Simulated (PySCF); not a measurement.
# Electron correlation in Pb⁺ (lead, charge +1)

[Xe] 4f14 5d10 6s1 6p2, high-spin 4P determinant (an excited configuration). Computed with PySCF 2.14 in x2c-TZVPPall with one added diffuse shell each of s, p, d, f type (12s8p7d4f, 99 functions), with the spin-free X2C one-electron Hamiltonian (Gaussian nucleus). Frozen: [Xe] 4f14 5d10; 3 electrons correlated.

MP2 pair energies summed by pair of shells (mhartree):

```
 pair  energy  share (%)
6p-6p   -3.34       53.3
6s-6p   -2.92       46.7
```

Total MP2 correlation energy: -6.26 mhartree.

Same-spin part -6.26 and opposite-spin part 0.00 mhartree; SCS-MP2 scales them by 1/3 and 6/5 to -2.09 mhartree.

Spin-orbit coupling is strong in this species, so the high-spin LS determinant is a model state.
